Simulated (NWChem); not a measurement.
Species: CH3ClF2Si; SMILES FC(F)[SiH2]Cl

```xyz
8

F      1.3881     1.3324    -0.2392
C      0.1968     1.1548     0.3805
F     -0.5789     2.2468     0.1368
Si    -0.7130    -0.3679    -0.3509
Cl     0.3814    -2.0594     0.0958
H      0.3814     1.1019     1.4698
H     -0.8048    -0.1971    -1.8235
H     -2.0558    -0.4704     0.2794
```
Atoms are numbered in this order, from 1.

All runs: NWChem. Structure relaxed at the PBE0/def2-SVP level. Level: PBE0/def2-SVPD; rows give the wavelength of the field.

Q: Order these by “isotropic polarisability (bohr³)”, lowest first: 589 nm; 400 nm; static.

A: static (54.8), 589 nm (56.2), 400 nm (58.0)
